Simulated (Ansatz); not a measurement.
Computed with Ansatz on PBE0-D4/def2-TZVP structures; ΔE is electronic, products minus reactants. CCSD(T)/CBS is the MP2 limit (def2-TZVPP, def2-QZVPP) plus CCSD(T) − MP2 in def2-TZVPP, frozen cores. This one scheme is used for every species. One conformer a species, not always the lowest.

`[SiH3]NCBCl` + HCl → `ClBCl` + `CN[SiH3]`  (ligand exchange at a B–C bond)

| species | CCSD(T)/CBS(def2) energy (Eh) |
| --- | --- |
| `[SiH3]NCBCl` | -870.65653 |
| HCl | -460.38127 |
| `ClBCl` | -945.02167 |
| `CN[SiH3]` | -386.04948 |

Q: Work out ΔE.

A: ΔE = (-945.02167) + (-386.04948) − (-870.65653) − (-460.38127) = -0.03335 Eh = -20.9 kcal/mol.

Largest T1 diagnostic among the species: 0.012.

In def2-TZVPP, CCSD(T) changes the Hartree–Fock value by +1.8 kcal/mol (the triples alone add −0.1 kcal/mol) and MP2 by +0.7 kcal/mol. The D4 term adds +1.4 kcal/mol with B3LYP and +0.9 kcal/mol with PBE0; it sums over pairs of atoms, weighted by their polarisabilities, and B3LYP, whose exchange is more repulsive, gets the larger term.

B3LYP here is the variant with VWN-RPA as its local correlation; programs differ in this.
